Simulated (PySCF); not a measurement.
PySCF input (BP86/6-31G* (5d)):

```python
from pyscf import gto, dft

mol = gto.M(
    atom='''
    C    -2.63274300   -0.29139100   -0.22177700
    C    -1.15382300   -0.42222100   -0.58585400
    C    -0.32048600    0.82129700   -0.22804800
    C     1.14692300    0.68901400   -0.51043000
    C     1.96995200   -0.05611000    0.30528600
    O     1.66995000   -0.69651100    1.35820200
    H    -2.75174800   -0.11854300    0.85211200
    H    -3.20515400   -1.18889600   -0.47895200
    H    -3.09433100    0.55660100   -0.74030300
    H    -0.70970100   -1.27046700   -0.06003600
    H    -1.04969500   -0.62414000   -1.65806000
    H    -0.47126600    1.00442900    0.84611700
    H    -0.74492400    1.68815600   -0.75628500
    H     1.56674600    1.15765700   -1.39521900
    H     3.04153600   -0.07624100   -0.03005400
    ''',
    basis='6-31g*',
    charge=-1,
    spin=0,
    verbose=4,
)

mf = dft.RKS(mol, xc='bp86')
mf.grids.level = 3
mf.conv_tol = 1e-9
mf.max_cycle = 100
mf.max_memory = 1500
mf.kernel()
if not mf.converged:
    mf = mf.newton()
    mf.kernel(mf.make_rdm1())
mf.dip_moment()
```

Output:

```
PySCF version 2.14.0

[INPUT] verbose = 4
[INPUT] num. atoms = 15
[INPUT] num. electrons = 48
[INPUT] charge = -1
[INPUT] spin (= nelec alpha-beta = 2S) = 0
[INPUT] symmetry False subgroup None
[INPUT] Mole.unit = angstrom
[INPUT] Symbol           X                Y                Z      unit          X                Y                Z       unit  Magmom
[INPUT]  1 C     -2.632743000000  -0.291391000000  -0.221777000000 AA   -4.975163226366  -0.550649185163  -0.419097790728 Bohr   0.0
[INPUT]  2 C     -1.153823000000  -0.422221000000  -0.585854000000 AA   -2.180409466224  -0.797882054040  -1.107103608981 Bohr   0.0
[INPUT]  3 C     -0.320486000000   0.821297000000  -0.228048000000 AA   -0.605630766757   1.552026396927  -0.430948263255 Bohr   0.0
[INPUT]  4 C      1.146923000000   0.689014000000  -0.510430000000 AA    2.167370355965   1.302047755991  -0.964572905762 Bohr   0.0
[INPUT]  5 C      1.969952000000  -0.056110000000   0.305286000000 AA    3.722669758539  -0.106032532849   0.576906929664 Bohr   0.0
[INPUT]  6 O      1.669950000000  -0.696511000000   1.358202000000 AA    3.155748141717  -1.316215032747   2.566629801837 Bohr   0.0
[INPUT]  7 H     -2.751748000000  -0.118543000000   0.852112000000 AA   -5.200050083820  -0.224013803984   1.610258307455 Bohr   0.0
[INPUT]  8 H     -3.205154000000  -1.188896000000  -0.478952000000 AA   -6.056863247054  -2.246687830591  -0.905088106813 Bohr   0.0
[INPUT]  9 H     -3.094331000000   0.556601000000  -0.740303000000 AA   -5.847438128752   1.051823450659  -1.398969919194 Bohr   0.0
[INPUT] 10 H     -0.709701000000  -1.270467000000  -0.060036000000 AA   -1.341140520330  -2.400834680298  -0.113451597614 Bohr   0.0
[INPUT] 11 H     -1.049695000000  -0.624140000000  -1.658060000000 AA   -1.983636064325  -1.179453663386  -3.133279298096 Bohr   0.0
[INPUT] 12 H     -0.471266000000   1.004429000000   0.846117000000 AA   -0.890563671819   1.898095721571   1.598929399339 Bohr   0.0
[INPUT] 13 H     -0.744924000000   1.688156000000  -0.756285000000 AA   -1.407702343616   3.190152495541  -1.429171522117 Bohr   0.0
[INPUT] 14 H      1.566746000000   1.157657000000  -1.395219000000 AA    2.960720846758   2.187654676186  -2.636581793790 Bohr   0.0
[INPUT] 15 H      3.041536000000  -0.076241000000  -0.030054000000 AA    5.747670038005  -0.144074609463  -0.056793828948 Bohr   0.0

nuclear repulsion = 224.639881342404
number of shells = 54
number of NR pGTOs = 198
number of NR cGTOs = 102
basis = 6-31g*
ecp = {}

******** <class 'pyscf.dft.rks.RKS'> ********
method = RKS
initial guess = minao
damping factor = 0
level_shift factor = 0
DIIS = <class 'pyscf.scf.diis.CDIIS'>
diis_start_cycle = 1
diis_space = 8
diis_damp = 0
SCF conv_tol = 1e-09
SCF conv_tol_grad = None
SCF max_cycles = 100
direct_scf = True
direct_scf_tol = 1e-13
XC library pyscf.dft.libxc version 7.1.2
    S. Lehtola, C. Steigemann, M. J. T. Oliveira, and M. A. L. Marques,  SoftwareX 7, 1–5 (2018)
XC functionals = bp86
    A. D. Becke,  Phys. Rev. A 38, 3098 (1988)
    J. P. Perdew,  Phys. Rev. B 33, 8822 (1986)
    J. P. Perdew,  Phys. Rev. B 34, 7406–7406 (1986)
radial grids:
    Treutler-Ahlrichs [JCP 102, 346 (1995); DOI:10.1063/1.469408] (M4) radial grids

becke partition: Becke, JCP 88, 2547 (1988); DOI:10.1063/1.454033
pruning grids: <function nwchem_prune>
grids dens level: 3
symmetrized grids: False
atomic radii adjust function: <function treutler_atomic_radii_adjust>
small_rho_cutoff = 0
Set gradient conv threshold to 3.16228e-05
Initial guess from minao.
tot grids = 172944
init E= -271.385649917802
  HOMO = -0.264088357643823  LUMO = -0.0679646379283785  gap/eV = 5.33680
cycle= 1 E= -270.861931241755  delta_E= 0.524  |g|= 1.07  |ddm|= 3.49
  HOMO = 0.254519845339786  LUMO = 0.284060279829473  gap/eV = 0.80384
cycle= 2 E= -267.43327913757  delta_E= 3.43  |g|= 2.92  |ddm|= 20.7
  HOMO = 0.0524975073340035  LUMO = 0.232287650299121  gap/eV = 4.89234
cycle= 3 E= -270.853388424668  delta_E= -3.42  |g|= 0.996  |ddm|= 20.7
  HOMO = 0.0345355507661167  LUMO = 0.217841597548853  gap/eV = 4.98801
cycle= 4 E= -271.124828550127  delta_E= -0.271  |g|= 0.26  |ddm|= 1.21
  HOMO = 0.0747531153195258  LUMO = 0.209863745386722  gap/eV = 3.67655
cycle= 5 E= -271.118343826945  delta_E= 0.00648  |g|= 0.305  |ddm|= 0.559
  HOMO = 0.0783164230075166  LUMO = 0.21296446091963  gap/eV = 3.66396
cycle= 6 E= -271.143521248546  delta_E= -0.0252  |g|= 0.0403  |ddm|= 0.366
  HOMO = 0.0799620571548902  LUMO = 0.213833872916786  gap/eV = 3.64284
cycle= 7 E= -271.14385035831  delta_E= -0.000329  |g|= 0.0132  |ddm|= 0.0538
  HOMO = 0.0789567094241059  LUMO = 0.214217037543903  gap/eV = 3.68062
cycle= 8 E= -271.143886222805  delta_E= -3.59e-05  |g|= 0.00588  |ddm|= 0.0215
  HOMO = 0.0794517380770055  LUMO = 0.214054318987543  gap/eV = 3.66272
cycle= 9 E= -271.143895417602  delta_E= -9.19e-06  |g|= 0.00212  |ddm|= 0.00871
  HOMO = 0.079494493179237  LUMO = 0.214003417796065  gap/eV = 3.66017
cycle= 10 E= -271.143896457028  delta_E= -1.04e-06  |g|= 0.000409  |ddm|= 0.00273
  HOMO = 0.0795513010185913  LUMO = 0.213982822986062  gap/eV = 3.65807
cycle= 11 E= -271.143896503107  delta_E= -4.61e-08  |g|= 0.000153  |ddm|= 0.000942
  HOMO = 0.079546620001834  LUMO = 0.213986710863831  gap/eV = 3.65830
cycle= 12 E= -271.14389650806  delta_E= -4.95e-09  |g|= 5.14e-05  |ddm|= 0.000182
  HOMO = 0.079550164967801  LUMO = 0.21399130494124  gap/eV = 3.65833
cycle= 13 E= -271.143896508479  delta_E= -4.19e-10  |g|= 3.46e-05  |ddm|= 0.000113
  HOMO = 0.0795471848581282  LUMO = 0.213989622085211  gap/eV = 3.65837
cycle= 14 E= -271.143896508817  delta_E= -3.38e-10  |g|= 2.76e-06  |ddm|= 4.34e-05
  HOMO = 0.0795475422412273  LUMO = 0.213989397323745  gap/eV = 3.65835
Extra cycle  E= -271.14389650881  delta_E= 6.71e-12  |g|= 6.19e-06  |ddm|= 1.15e-05
converged SCF energy = -271.14389650881

WARN: System has nonzero charge -1; the dipole moment is origin-dependent.
Location of origin: [0. 0. 0.]

Dipole moment(X, Y, Z, Debye): -5.22889,  0.57670, -2.28630
```

The dipole moment of an ion depends on the origin.

The geometry given is a B3LYP-D3(BJ)/def2-TZVP minimum.
